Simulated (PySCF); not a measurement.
An unknown shows these calculated signals:

$^{1}$H NMR (400 MHz, computed): δ 5.17 (br s, 1H), 4.58 (br, 2H), 1.97 (s, 3H).

$^{13}$C{$^{1}$H} NMR (computed): δ 171.8 (C), 26.2 (CH3).

Fast rotation and ring inversion assumed for equivalent nuclei, in vacuum, non-relativistic, single conformer. PBE0-D3(BJ)/def2-SVP structure; PBE0/pcSseg-1 with gauge-including orbitals; spin–spin couplings from B3LYP/pcJ-1 (spin–dipole term only in couplings to heteroatoms); PySCF 2.14.

Scale: $^{1}$H, $^{13}$C vs TMS (reference shieldings calculated alike).

**Question.** Which of these does the molecule contain: a methoxy group, an amide, a tert-butyl group, an NH or NH2 group, an N-methyl group?

**Answer.** 
- A methoxy group: no.
- An amide: yes (δC 171.8).
- A tert-butyl group: no.
- An NH or NH2 group: yes (δH 5.17 (br s)).
- An N-methyl group: no.

The data belong to SMILES CC(=O)NB1OBOBO1, C₂H₆B₃NO₄; they needn't prove each group on their own.

Carbon signals by region: 1 in the far downfield region (above 160 ppm), 1 below 50 ppm. Above 160 ppm: 171.8, amide carbonyl carbon.

OH/NH shifts are gas-phase values; hydrogen bonding in solution moves them, usually downfield. Hydrogens on boron are broadened and split by $^{11}$B (spin 3/2, 80 %) and 10B (spin 3). Shifts are as computed. Against solution values, carbons near 30 ppm lie about +2 ppm off and those near 130 ppm about +5 ppm. Of 1313 compounds with measured shifts, 239 miss one by over three times the rms of a fit or turn the order of signals round; such compounds aren't used in these exercises. The C=O carbon of an acid or of an amide with N–H lies up to 10 ppm further downfield in solution, through hydrogen bonding that the calculation lacks.
